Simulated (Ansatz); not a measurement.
VOCl3 (VCl3O). The state is a triplet with charge 0. Geometry PBE0-D4/def2-SVP, that of the neutral singlet; atoms count from 1.

Cartesian coordinates in Å:
```
V -0.076 0.021 0.038
O -1.406 0.384 0.694
Cl -0.206 -1.993 -0.636
Cl 1.455 0.238 1.498
Cl 0.233 1.351 -1.593
```

At PBE0-D4/def2-TZVP a singlet of charge 0 lies 3.06 eV below the triplet at the same geometry.

(1) Estimate the Mulliken populations from the PBE0/def2-TZVP orbitals of Ansatz.

(2) Where does the spin sit?

(3) And the Mayer bond orders between bonded heavy atoms (over 0.3)?

Answers

(1) 
```json
{"atom": "V1", "charge (e)": "1.06", "spin (α − β)": "0.86", "d electrons": "3.37"}
{"atom": "O2", "charge (e)": "-0.41", "spin (α − β)": "0.02", "d electrons": "–"}
{"atom": "Cl3", "charge (e)": "-0.23", "spin (α − β)": "0.34", "d electrons": "–"}
{"atom": "Cl4", "charge (e)": "-0.18", "spin (α − β)": "0.44", "d electrons": "–"}
{"atom": "Cl5", "charge (e)": "-0.23", "spin (α − β)": "0.34", "d electrons": "–"}
```
Mulliken values and Mayer orders depend strongly on the basis.

(2) Summed by element: V 0.86, O 0.02, Cl 1.11, of 2 unpaired in all. Largest on single atoms: V1 0.86, Cl4 0.44, Cl5 0.34.

(3) V1–O2 2.15 (1.53 Å); V1–Cl3 0.85 (2.13 Å); V1–Cl4 0.77 (2.13 Å); V1–Cl5 0.85 (2.13 Å).
